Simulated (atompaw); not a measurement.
## An all-electron radial function and its pseudo partner (tantalum)

Columns: radius, all-electron u(r) and pseudo u(r) of the 4f shell (level -24.70 eV) of tantalum in the configuration [Kr] 4d10 4f14 5s2 5p6 5d3 6s2 6p0; PBE, scalar-relativistic, PAW (atompaw) scheme, atompaw 4.2.0.5.

| r (bohr) | all-electron | pseudo |
| --- | --- | --- |
| 0.106 | 0.1817 | 0.0009 |
| 0.212 | 0.7295 | 0.0129 |
| 0.317 | 1.1304 | 0.0568 |
| 0.423 | 1.2671 | 0.1505 |
| 0.529 | 1.2266 | 0.2911 |
| 0.635 | 1.1070 | 0.4503 |
| 0.740 | 0.9657 | 0.5834 |
| 0.846 | 0.8259 | 0.6544 |
| 0.952 | 0.6993 | 0.6478 |
| 1.058 | 0.5887 | 0.5818 |
| 1.163 | 0.4950 | 0.4949 |
| 1.269 | 0.4147 | 0.4147 |
| 1.375 | 0.3473 | 0.3473 |
| 1.481 | 0.2909 | 0.2909 |
| 1.587 | 0.2437 | 0.2437 |
| 1.692 | 0.2048 | 0.2048 |
| 1.798 | 0.1719 | 0.1719 |
| 1.904 | 0.1445 | 0.1445 |
| 2.010 | 0.1217 | 0.1217 |
| 2.115 | 0.1028 | 0.1028 |
| 2.221 | 0.0868 | 0.0868 |
| 2.327 | 0.0734 | 0.0734 |
| 2.433 | 0.0622 | 0.0622 |
| 2.538 | 0.0528 | 0.0528 |
| 2.644 | 0.0448 | 0.0448 |
| 2.750 | 0.0381 | 0.0381 |

Task: How many radial nodes do the two functions have?

Result: The all-electron 4f function has n − l − 1 = 0; the pseudo-wave has 0.

Task: At about which radius was the pseudo-wave matched?

Result: 1.20 bohr, where the columns begin to agree (steps of 0.11 bohr).

Task: Is the pseudo-wave norm-conserving?

Result: No, it belongs to a PAW set: the norm inside the radius is not constrained, and the difference is carried by the augmentation charge.
